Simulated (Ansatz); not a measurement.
Cost and result for the atomization energy of BClH$_{4}$SSi (`S[SiH2]BCl`) (8 atoms, 7 bonds).

Total charge 0; spin multiplicity 1. Geometry: relaxed with PBE0-D4/def2-TZVP. It is one conformer, not always the lowest. Program: Ansatz. All runs use 2 threads of an AMD EPYC 9R14 on a shared host. Times are those of one run each, without the atoms' runs, and a repeat can differ threefold. Electronic energies, without spin–orbit coupling; frozen cores. CCSD(T)/CBS adds CCSD(T) − MP2 in def2-TZVPP to the MP2 limit, and its time is that of the two runs behind it. T1 = 0.013. B3LYP takes the VWN-RPA correlation (the form of Gaussian; ORCA's B3LYP/G).

CCSD(T)/CBS is a level of theory with its own doubt, some kJ/mol a heavy atom from the limit and from the frozen cores, so smaller differences don't rank the functionals.

```tsv
level	functions	wall time	atomization (kJ/mol)	difference from CCSD(T)/CBS	per bond
LDA (SPW92)/def2-TZVPP	213	1.2 s	2780.6	322.6	46.1
CCSD(T)/def2-SVP	88	2.2 s	2293.2	-164.8	-23.5
PBE-D4/def2-TZVPP (with forces)	213	2.3 s	2487.5	29.5	4.2
PBE0-D4/def2-TZVPP	213	2.7 s	2466.4	8.4	1.2
BHLYP-D4/def2-TZVPP	213	3.2 s	2415.8	-42.2	-6.0
CAM-B3LYP-D4/def2-TZVPP	213	3.6 s	2456.8	-1.2	-0.2
B3LYP-D4/def2-TZVPP (with forces)	213	4.3 s	2455.8	-2.2	-0.3
r2SCAN-D4/def2-TZVPP (with forces)	213	4.4 s	2486.7	28.7	4.1
B2PLYP/def2-TZVPP	213	4.8 s	2423.3	-34.7	-5.0
ωB97X-V/def2-TZVPP	213	7 s	2485.0	27.0	3.9
MP2/def2-QZVPP	387	14 s	2458.0	0.0	0.0
CCSD(T)/def2-TZVPP	213	52 s	2389.0	-69.0	-9.9
CCSD(T)/CBS(def2)	–	66 s	2458.0	0.0	0.0
```

In def2-TZVPP, CCSD(T) changes the Hartree–Fock value by +529.6 kJ/mol (the triples alone add +36.3 kJ/mol) and MP2 by +558.2 kJ/mol; breaking electron pairs costs correlation energy, which Hartree–Fock lacks. The D4 term adds +33.1 kJ/mol with B3LYP and +17.4 kJ/mol with PBE0; it sums over pairs of atoms, weighted by their polarisabilities, and B3LYP, whose exchange is more repulsive, gets the larger term. From PBE to PBE0 (25 % exact exchange), in def2-TZVPP and without D4, the atomization energy moves by −18.2 kJ/mol: exact exchange takes away binding that semilocal exchange gives to molecules.
